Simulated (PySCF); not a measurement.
C₄H₄OSe, SMILES O=C[C@@H]1C=C[Se]1.

The structure is a stationary point at ωB97X-D3(BJ)/def2-SVP. The structure was generated by enumeration; whether it is a known compound was not checked. The values are those of a single conformer.

Method: HF/def2-TZVP (PySCF).

```
Property                                                                                                        Result
---------------------------------------------------------------------------------------------  -----------------------
total energy                                                                                       -2628.52249 hartree
highest occupied level                                                                                        -8.78 eV
lowest empty level                                                                                             2.15 eV
orbital gap                                                                                                   10.93 eV
dipole moment                                                                                                   2.43 D
quadrupole, principal values (traceless, Buckingham form, about the centre of nuclear charge)  -16.61, 3.55, 13.06 D·Å
mean static polarisability                                                                       68.1 bohr³ (10.09 Å³)
polarisability, principal values                                                                52.2, 69.1, 82.9 bohr³
```
